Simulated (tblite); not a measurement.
Problem. Give a GFN2-xTB geometry of `CO[Si@H](C)C(C)=C(F)F`.

Solution. 
```xyz
19
C5H10F2OSi angstrom
C      2.1804    1.6296   -0.6107
O      0.9042    1.1727   -0.2768
Si     0.5096   -0.1926    0.5130
C      1.1504   -1.7627   -0.3485
C     -1.3743   -0.1064    0.4354
C     -2.0879    0.9258   -0.3786
C     -2.0459   -1.0004    1.1262
F     -1.4914   -1.9576    1.8796
F     -3.3766   -1.1189    1.2079
H      2.7083    0.8971   -1.2248
H      2.7703    1.8196    0.2884
H      2.0701    2.5579   -1.1719
H      0.9800   -0.1554    1.9035
H      2.2316   -1.8450   -0.2753
H      0.7263   -2.6563    0.0969
H      0.8915   -1.7677   -1.4053
H     -1.8543    0.7853   -1.4320
H     -1.7368    1.9145   -0.0942
H     -3.1652    0.8697   -0.2403
```

Orientation and origin are arbitrary. Atoms count from 1 in this order. Si3 (oxygen-bound silicon) is distorted tetrahedral (angles from 100.6° to 113.0°). O2 (silyl ether oxygen) is bent (angle 127.8°). The 2 C–C bonds span 1.314 Å (C5=C7, drawn double) to 1.496 Å (C5–C6, drawn single), a spread of 0.182 Å. Of the pairs four or more bonds apart, F9···H19 is among the closest relative to their van der Waals radii: 2.47 Å, 92 % of the sum of Bondi's values.

Bonds between heavy atoms (Å): C1–O2 1.396, O2–Si3 1.626, Si3–C4 1.902, Si3–C5 1.887, C5–C6 1.496, C5=C7 1.314, C7–F8 1.338, C7–F9 1.338.

The geometry is computed with GFN2-xTB (gas phase).

Point group: C1 (no symmetry element, even within 0.4 Å). Its GFN2-xTB frequencies are all real (lowest 24 cm⁻¹). The numbers are those of one conformer (C1–O2–Si3–C4 -58°, O2–Si3–C5–C6 8°). 3 starts were optimised and ended at 0.00, 0.00 and 1.01 kcal/mol (GFN2-xTB); the lowest of these is shown.

On one thread, Arm Neoverse N1 (aarch64), shared host with 64 logical CPUs at a one-minute load of 58, this took 1.5 s of wall time. This is the geometry optimisation.
